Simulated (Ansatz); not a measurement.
MoH₄⁻. Charge -1, multiplicity 2. Geometry r2SCAN-D4/def2-TZVP, that of the neutral triplet; atoms count from 1.

| atom | x (Å) | y (Å) | z (Å) |
| --- | --- | --- | --- |
| Mo1 | 0.000 | 0.000 | 0.000 |
| H2 | 0.206 | 1.653 | 0.279 |
| H3 | -0.402 | -0.770 | 1.448 |
| H4 | 1.435 | -0.652 | -0.605 |
| H5 | -1.240 | -0.230 | -1.123 |

In the def2 sets Mo takes a core potential; there is no spin–orbit coupling. The charge -1 doublet is spin-contaminated (final ⟨S²⟩ up to 0.97, 0.75 for a pure state). The highest occupied level of the charge -1 doublet lies above zero (up to 1.19 eV). By energy differences its removal costs 0.52 eV (vertical, to the charge 0 triplet, at PBE0-D4/def2-TZVPD); a positive level beside a positive removal energy at the same level points to self-interaction error. At PBE0-D4/def2-TZVPD a quartet of charge -1 lies 0.12 eV below the doublet at the same geometry.

Problem. Estimate the Mulliken populations from the PBE0/def2-TZVPD orbitals of Ansatz.

Solution. 
| atom | charge (e) | spin (α − β) | d electrons |
| --- | --- | --- | --- |
| Mo1 | -0.68 | 1.18 | 4.85 |
| H2 | -0.08 | -0.04 | – |
| H3 | -0.08 | -0.06 | – |
| H4 | -0.08 | -0.06 | – |
| H5 | -0.08 | -0.04 | – |
Mulliken values and Mayer orders depend strongly on the basis. With diffuse functions, as here, like atoms can get unlike values, and bond orders can come out too low or too high.

Problem. Where does the spin sit?

Solution. Summed by element: Mo 1.18, H -0.18, of 1 unpaired in all. Largest on single atoms: Mo1 1.18, H3 -0.06, H4 -0.06.
